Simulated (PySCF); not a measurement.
**How the method moves the HOMO and LUMO of HC(Cl)(F)CF2OMe**

Species: HC(Cl)(F)CF2OMe, C3H4ClF3O.
Cartesian coordinates in Å at the PBE0-D3(BJ)/def2-SVP level; atoms count from 1:
```xyz
12
C3H4ClF3O angstrom
C     -1.791    0.479    0.468
O     -0.397    0.655    0.269
C      0.266   -0.392   -0.238
F      0.119   -1.500    0.515
F     -0.197   -0.722   -1.470
C      1.745   -0.029   -0.384
F      2.383   -1.054   -0.973
Cl     2.468    0.320    1.189
H     -1.984   -0.324    1.194
H     -2.295    0.248   -0.482
H     -2.167    1.429    0.863
H      1.830    0.875   -1.004
```

Basis pcSseg-1 throughout (PySCF), one geometry. One conformer (not necessarily the lowest) at the PBE0-D3(BJ)/def2-SVP geometry, without solvent, vibrations or thermal averaging.

**Question.** How do the orbital energies, the gap and the dipole change with the method?

**Answer.** 
| method | kind | HOMO (eV) | LUMO (eV) | gap (eV) | μ (D) | SCF cycles |
| --- | --- | --- | --- | --- | --- | --- |
| OPBE | GGA | -7.51 | -0.43 | 7.08 | 2.60 | 14 |
| B97-D | GGA | -7.57 | -0.48 | 7.09 | 2.67 | 14 |
| BP86 | GGA | -7.64 | -0.66 | 6.99 | 2.66 | 14 |
| LDA | LDA | -7.69 | -0.81 | 6.87 | 2.72 | 14 |
| B97-2 | global hybrid | -8.84 | 0.48 | 9.32 | 2.78 | 14 |
| PBE0 | global hybrid | -9.10 | 0.57 | 9.67 | 2.79 | 13 |
| mPW1PW91 | global hybrid | -9.15 | 0.54 | 9.69 | 2.80 | 13 |
| CAM-B3LYP | range-separated hybrid | -10.52 | 1.77 | 12.29 | 2.81 | 13 |
| LC-wPBE | range-separated hybrid | -11.96 | 3.08 | 15.04 | 2.84 | 14 |

The HOMO spans 4.45 eV, from OPBE down to LC-wPBE, and the gap runs from 6.87 eV (LDA) to 15.04 eV (LC-wPBE). Over the methods OPBE (0 %), B97-D (0 %), BP86 (0 %), LDA (0 %), B97-2 (21 %), PBE0 (25 %), mPW1PW91 (25 %), a straight line through the gap against the share of exact exchange rises by 1.08 eV for each 10 % (correlation coefficient 0.999). The dipole ranges from 2.60 D (OPBE) to 2.84 D (LC-wPBE). This basis has no diffuse functions.

The vertical ΔSCF ionisation energy at CAM-B3LYP/def2-SVPD is 11.65 eV; −ε(HOMO) comes closest to it with LC-wPBE (11.96 eV).
